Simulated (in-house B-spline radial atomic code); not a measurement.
How G0W0 and RPA depend on the start: Cl-

Configuration [Ne] 3s2 3p6. Computed with an all-electron radial atomic-structure program (B-spline basis): all electrons, non-relativistic, point nucleus, each spin shell either full or empty, empty states to l = 9 with an (l + 1/2)⁻⁴ tail; G0W0 by contour deformation at full frequency.

| start | mean-field 3p (eV) | G0W0 (eV) | QP weight | RPA correlation (Eh) |
| --- | --- | --- | --- | --- |
| Hartree-Fock | -4.090 | -4.105 | 0.912 | -0.93056 |
| LC-wPBE | -3.734 | -3.933 | 0.899 | -0.99744 |
| wB97X | -3.449 | ? | ? | ? |
| BHandHLYP | -2.168 | ? | ? | ? |
| CAM-B3LYP | -2.394 | -3.801 | 0.849 | -1.0151 |
| PBE0 | -0.995 | -3.298 | 0.707 | -1.0382 |

Q: What G0W0 level, weight and RPA correlation energy follow from the wB97X start?

A: G0W0 level -3.994 eV, weight 0.892, RPA correlation -0.9964 hartree.

Q: What G0W0 level, weight and RPA correlation energy follow from the BHandHLYP start?

A: G0W0 level -3.701 eV, weight 0.843, RPA correlation -0.99919 hartree.

Q: How much of the dependence on the start does G0W0 remove?

A: The mean-field levels span 3.09 eV and the G0W0 levels 0.807 eV. Against 3.613 eV (electron affinity of the neutral atom) the G0W0 removal energies are off by -0.31 to +0.49 eV, with relativity, Breit and QED terms left out.
